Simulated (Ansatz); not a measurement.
`[NH2][Zr]([NH2])([OH])[OH]` at its PBE0-D4/def2-TZVP geometry, where that method's forces vanish. Charge 0, multiplicity 1. Zr: def2 effective core potential.

```json
{"atom": "N1", "x (Å)": "-0.932", "y (Å)": "0.015", "z (Å)": "1.613"}
{"atom": "Zr2", "x (Å)": "0.303", "y (Å)": "-0.011", "z (Å)": "-0.018"}
{"atom": "N3", "x (Å)": "-0.874", "y (Å)": "0.254", "z (Å)": "-1.669"}
{"atom": "O4", "x (Å)": "1.136", "y (Å)": "-1.748", "z (Å)": "-0.267"}
{"atom": "O5", "x (Å)": "1.581", "y (Å)": "1.418", "z (Å)": "0.259"}
{"atom": "H6", "x (Å)": "-1.909", "y (Å)": "-0.243", "z (Å)": "1.617"}
{"atom": "H7", "x (Å)": "-0.683", "y (Å)": "0.356", "z (Å)": "2.531"}
{"atom": "H8", "x (Å)": "-1.020", "y (Å)": "-0.441", "z (Å)": "-2.387"}
{"atom": "H9", "x (Å)": "-1.310", "y (Å)": "1.118", "z (Å)": "-1.961"}
{"atom": "H10", "x (Å)": "1.309", "y (Å)": "-2.617", "z (Å)": "0.085"}
{"atom": "H11", "x (Å)": "2.400", "y (Å)": "1.900", "z (Å)": "0.197"}
```

Q: For each bond, give half the difference of the two atoms' forces along it (eV/Å; positive pushes the atoms apart) under PBE-D4, r2SCAN-D4, B3LYP-D4, ωB97M-V in def2-TZVPP. (An estimate is asked.)

A: Computed: 
```
  bond  length (Å)  PBE-D4  r2SCAN-D4  B3LYP-D4  ωB97M-V
N1–Zr2       2.046   -0.09       0.02      0.09     0.04
 N1–H6       1.010    0.23       0.01     -0.05    -0.03
 N1–H7       1.011    0.23       0.01     -0.04    -0.04
Zr2–N3       2.045   -0.08       0.03      0.09     0.04
Zr2–O4       1.942   -0.06       0.04      0.11     0.05
Zr2–O5       1.937   -0.07       0.06      0.12     0.08
 N3–H8       1.011    0.23       0.00     -0.04    -0.03
 N3–H9       1.011    0.23       0.01     -0.05    -0.04
O4–H10       0.954    0.36       0.00     -0.06    -0.08
O5–H11       0.952    0.34      -0.02     -0.08    -0.09
```

B3LYP here is the variant with VWN-RPA as its local correlation; programs differ in this.
